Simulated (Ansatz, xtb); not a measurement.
Molecule: CH3Be, charge 0, multiplicity 2. It need not be the lowest isomer of its formula. SMILES: [CH3][Be]
Geometry from a B3LYP-D3(BJ)/def2-TZVP (Ansatz, a program for electronic structure) optimisation:
```
C
H 1 1.0954
H 1 1.0954 2 107.40
H 1 1.0954 2 107.40 3 115.26
Be 1 1.6857 2 111.47 3 -122.37
```
Charge 0, spin multiplicity 2.

Harmonic wavenumbers from GFN2-xTB (xtb, at its own minimum), cm⁻¹: 472, 472, 732, 1349, 1523, 1523, 2948, 2949, 2977.

Q: Give the harmonic wavenumbers at B3LYP-D3(BJ)/def2-TZVP (Ansatz, finite differences of forces, unscaled).

A: 580, 580, 865, 1220, 1437, 1437, 3000, 3066, 3066 cm⁻¹. Zero-point energy 21.8 kcal/mol.

Q: From these and the geometry, give the ideal-gas thermochemistry at 298.15 K and 1 atm (rigid rotor, harmonic oscillator).

A: Point group C3v, rotational symmetry number 3. Rotational constants 160.8, 25.87, 25.87 GHz. S(trans) 35.47, S(rot) 16.46, S(vib) 1.20, S(elec, spin only) 1.38, S 54.5 cal/(mol K). H(298) - H(0) 2.64 kcal/mol; G - E(el) 8.2 kcal/mol.
